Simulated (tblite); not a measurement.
Compound: C8H11AsO.
Structure used (GFN2-xTB), in Å, numbered top down from 1:
```xyz
21
C8H11AsO angstrom
C      3.414    0.093    0.246
C      2.767   -0.463    1.302
O      1.466   -0.647    1.011
C      1.264   -0.201   -0.249
C     -0.132   -0.269   -0.747
C     -0.903    1.021   -0.413
C     -2.373    0.676   -0.215
C     -2.426   -0.456    0.802
As    -1.072   -1.775    0.204
C      2.435    0.267   -0.766
H      4.452    0.349    0.186
H      3.103   -0.769    2.273
H     -0.127   -0.437   -1.828
H     -0.767    1.768   -1.198
H     -0.511    1.438    0.519
H     -2.798    0.340   -1.165
H     -2.937    1.550    0.121
H     -2.142   -0.087    1.792
H     -3.421   -0.897    0.883
H     -1.886   -2.166   -1.017
H      2.586    0.682   -1.741
```

Level: GFN2-xTB in tblite, geometry and Hessian alike; calculated harmonic values, unscaled, isolated species. Errors from tens to a few hundred cm⁻¹ against measured bands are possible. Modes of hydrogen on arsenic can be 10 to 20 % off. One conformer, not necessarily the lowest.

Harmonic wavenumbers (cm⁻¹): 37.1, 49.1, 103.3, 162.8, 270.5, 292.2, 298.8, 395.3, 471.6, 563.0, 585.9, 595.8, 645.9, 685.6, 716.0, 757.1, 781.4, 818.4, 829.4, 844.0, 859.4, 891.3, 926.4, 953.4, 989.7, 1015.6, 1043.8, 1066.3, 1089.7, 1100.0, 1126.9, 1143.0, 1147.3, 1204.9, 1219.6, 1244.2, 1249.3, 1259.0, 1317.4, 1332.0, 1368.1, 1452.4, 1482.9, 1492.1, 1496.4, 1597.0, 1832.9, 2919.8, 2927.5, 2942.7, 2956.0, 2956.9, 2964.3, 2973.7, 3166.8, 3176.3, 3186.0.

A = 1990, B = 676.3, C = 578.8 MHz; mass 198.003 u (most abundant isotopes); point group C1, symmetry number 1.

Task: What is the zero-point energy?

Result: Half the sum of the wavenumbers: 36487 cm⁻¹ = 104.32 kcal/mol.

Task: Give the ideal-gas entropy at 298.15 K and 1 bar in the rigid-rotor, harmonic-oscillator model (classical rotation).

Result: Translation 41.78, rotation 30.40, vibration 27.30: S = 99.5 cal/(mol K).

Task: And Cp and H(298.15 K) − H(0)?

Result: Cp = 39.02 cal/(mol K), of which vibrations give 31.07 (their classical limit is 57 R = 113.3); H(298.15 K) − H(0) = 6.61 kcal/mol without the zero-point energy, 4.24 from vibrations.

Task: How do the functions run with temperature in this model?

Result: 
```csv
T (K),S (cal/(mol K)),Cp (cal/(mol K)),H − H(0) (kcal/mol),G − H(0) (kcal/mol),ln q(vib)
100,72.1,16.9,1.27,-5.95,1.98
200,86.6,26.6,3.41,-13.91,4.28
300,99.7,39.3,6.69,-23.23,6.62
500,125.5,62.5,16.99,-45.78,11.68
800,160.0,83.6,39.24,-88.76,19.56
1000,179.6,92.3,56.88,-122.76,24.61
```

q(vib) and H(0) count from the zero-point level.

Task: Which modes carry the vibrational entropy at 298.15 K?

Result: 37.1 cm⁻¹: 5.41; 49.1 cm⁻¹: 4.85; 103.3 cm⁻¹: 3.39; 162.8 cm⁻¹: 2.52; 270.5 cm⁻¹: 1.59; 292.2 cm⁻¹: 1.46 cal/(mol K); the other 51 give 8.07 together.

Task: Blend soft modes into free rotors: weight 1/[1 + (100 cm⁻¹/ν̃)⁴] for the oscillator and the rest for a rotor with moment μB/(μ + B), μ = h/(8π²ν), B = 10⁻⁴⁴ kg m². What vibrational entropy results?

Result: 24.27 cal/(mol K) in place of 27.30, which changes −T·S at 298.15 K by +0.90 kcal/mol.

Hindered rotation and anharmonicity are outside this model. Other conformers, if any are populated, would add a mixing term that is left out. The structure is chiral; the term R ln 2 for an equal mix with its mirror image is left out.

The run took 1.0 s of wall time on Arm Neoverse V1, one thread, no GPU, shared host. The figure is for the frequency step alone.
